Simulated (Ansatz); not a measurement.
The cluster Sn2O6H4. The state is a singlet with charge 0. Geometry r2SCAN-D4/def2-SVP, basis def2-TZVP, Ansatz.

```xyz
12

Sn   -1.598    0.137   -0.842
Sn    1.047    0.147    1.237
O     2.133   -1.136    0.107
O     1.209    1.100    2.813
O    -2.934    1.288   -0.300
O     1.319   -1.403   -1.058
O    -0.818   -0.854    0.925
O     0.295    1.175   -0.499
H    -1.133   -0.961   -2.044
H    -1.416   -0.733    1.683
H     0.111    2.109   -0.297
H     1.786   -0.870   -1.725
```

```csv
run,HOMO (eV),LUMO (eV)
A,-7.89,-2.77
B,-6.47,-3.61
C,-10.41,-0.67
D,-6.19,-3.76
E,-7.66,-2.87
```

In the def2 sets Sn takes a core potential; there is no spin–orbit coupling. LC-ωPBE has ω = 0.4 bohr⁻¹. The structure holds one bond between oxygen atoms, so isomers without such links may lie far lower. Another isomer (singlet) lies 1.81 eV lower at PBE0-D4/def2-TZVP; other spin states weren't run for this one.

Question: The runs used LC-ωPBE, PBE, PBE0, r2SCAN, r2SCAN0. Estimate which is which.

Answer: A r2SCAN0 (25 % exact exchange); B r2SCAN (0 % exact exchange); C LC-ωPBE (range-separated); D PBE (0 % exact exchange); E PBE0 (25 % exact exchange). Exact exchange lowers occupied and raises empty levels; among semilocal functionals meta-GGAs tend to open the gap a little, and such runs are hard to tell apart. The gap grows from 2.43 eV (PBE) to 9.74 eV (LC-ωPBE).
